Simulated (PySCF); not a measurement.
**Relaxation of quintet MoBr2**

Computed with PySCF, UB3LYP, basis Mo def2-TZVP with ECP28, Br def2-TZVP (scalar-relativistic core potentials, no spin–orbit coupling, density fitting). A (50,194) grid was used.

A hand-made linear start, of D∞h symmetry, held to at least that symmetry:

```xyz
3
charge 0 multiplicity 5, angstrom
Mo    0.0000    0.0000    0.0000
Br    0.0000    0.0000    2.5200
Br    0.0000    0.0000   -2.5200
```

(1) What does it relax to?

(2) How much energy is released, and in how many steps?

Answers

(1) It ends at D∞h with Mo–Br 2.447 Å (×2); Br–Mo–Br 180.0° (after a last refinement on a finer grid). A frequency run shows 1 imaginary mode, down to 47i cm⁻¹, so it is a saddle point. Other isomers or separated fragments may lie lower.

(2) 6.0 kJ/mol in 3 steps.

Open d and f shells are described by one determinant, and the ground state may have another occupation or spin.

The relaxation took 17 s on 4 threads of a shared Arm Neoverse V1 host, with 136 basis functions and 4 gradients; the process peaked at 0.82 GiB.
